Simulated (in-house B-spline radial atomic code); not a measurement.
Settings and results of a run for Ce (an excited or competing configuration). Level of theory: scalar-relativistic (X2C) TPSSh, spin-polarised, spherical fractional occupations, exact exchange averaged over the configuration, Fermi nucleus of rms radius 4.8771 fm; calculated with an all-electron radial atomic-structure program (B-spline basis).

Command:
```bash
python run_scf.py task.json out
```
Settings (nuclear radius in fm, mass in u):
```
Z                58
configuration    [Kr] 4d9 4f1 5s2 5p6 5d2 6s2
hamiltonian      x2c
method           tpssh
spin_polarised   True
nucleus          fermi
rms_radius       4.8771
atomic_mass      139.90545
speed_of_light   137.035999084
exact_exchange   averaged over the configuration
```

Output (hartree, bohr):
```
 radial grid: 77 intervals, B-splines of order 8, outer radius 50 bohr

 iter        energy (Eh)    residual
    1       -8855.261020    9.74e-02
    2       -8855.266098    1.75e-03
    3       -8855.266210    4.41e-04
    4       -8855.266212    2.66e-04
    5       -8855.266213    5.50e-05
    6       -8855.266213    1.38e-05
    7       -8855.266213    3.84e-06
    8       -8855.266213    4.11e-07

 total energy                     -8855.26621
 kinetic                            9503.2278
 electron-nucleus                 -21554.5113
 Hartree                            3406.8960
 exact exchange                      -20.6615
 exchange-correlation               -190.2171

 orbital      occ     eigenvalue          <r>       <r^2>       <1/r>       r_max
 1s up      1.000     -1479.8678    0.0239069 0.000786395     67.1632     0.01495
 1s down    1.000     -1479.8679    0.0239069 0.000786394     67.1632     0.01495
 2s up      1.000      -237.8288      0.10457   0.0129661     15.3912     0.08889
 2s down    1.000      -237.8083     0.104566   0.0129652     15.3921     0.08888
 2p up      3.000      -213.2072    0.0919964   0.0103467     13.9243     0.07128
 2p down    3.000      -213.1901    0.0919914   0.0103456      13.925     0.07127
 3s up      1.000       -51.8542     0.277931    0.088402      5.4894      0.2544
 3s down    1.000       -51.8367     0.277865    0.088353     5.49031      0.2544
 3p up      3.000       -43.9633     0.276009   0.0884044     5.06161      0.2489
 3p down    3.000       -43.9426     0.275925   0.0883409     5.06261      0.2489
 3d up      5.000       -32.6520     0.253482   0.0757403     4.76304      0.2052
 3d down    5.000       -32.6222      0.25345   0.0757131     4.76318      0.2052
 4s up      1.000       -10.9378     0.634547    0.453915     2.26096      0.5922
 4s down    1.000       -10.8432     0.634627    0.454091     2.26073      0.5919
 4p up      3.000        -8.3302     0.669937    0.509697     2.06134      0.6171
 4p down    3.000        -8.2319     0.670259    0.510287     2.06033      0.6168
 4d up      5.000        -4.5303     0.734419    0.624131     1.80101       0.648
 4d down    4.000        -4.4385     0.735483    0.626236     1.79917       0.648
 4f up      1.000        -0.5388     0.971089      1.1902     1.31481      0.6792
 5s up      1.000        -1.7055      1.48576     2.47595    0.899656       1.351
 5s down    1.000        -1.6499      1.48547     2.47418    0.899458        1.35
 5p up      3.000        -1.0202      1.70005     3.26805    0.771712       1.505
 5p down    3.000        -0.9617      1.69976     3.26807    0.772261       1.504
 5d up      2.000        -0.1852      2.59423     7.99427    0.506833       2.005
 6s up      1.000        -0.1633      4.11368     19.1241    0.307116       3.562
 6s down    1.000        -0.1379      4.32698     21.2106    0.289378       3.723

 Slater integrals (Eh)
   F0(4d up,4d up)               1.225927
   F2(4d up,4d up)               0.625675
   F4(4d up,4d up)               0.419250
   F0(4d up,4d down)             1.225088
   F2(4d up,4d down)             0.625030
   F4(4d up,4d down)             0.418734
   F0(4d up,4f up)               1.066125
   F2(4d up,4f up)               0.512679
   F4(4d up,4f up)               0.327713
   G1(4d up,4f up)               0.606294
   G3(4d up,4f up)               0.380238
   G5(4d up,4f up)               0.268786
   F0(4d up,5d up)               0.464807
   F2(4d up,5d up)               0.090310
   F4(4d up,5d up)               0.037691
   G0(4d up,5d up)               0.019281
   G2(4d up,5d up)               0.023221
   G4(4d up,5d up)               0.019219
   F0(4d down,4d down)           1.224250
   F2(4d down,4d down)           0.624387
   F4(4d down,4d down)           0.418221
   F0(4d down,4f up)             1.065520
   F2(4d down,4f up)             0.512345
   F4(4d down,4f up)             0.327481
   (list cut)
```

Run time, properties included: 0.52 s on 1 thread of Intel(R) Xeon(R) Platinum 8488C (shared host).

One-electron X2C: radii and densities carry no picture-change correction, so inner-shell <1/r> comes out high (for 1s by about 2 % at Z = 33, 5 % at 54, 10 % at 75, 30 % at 118) and <r> low.
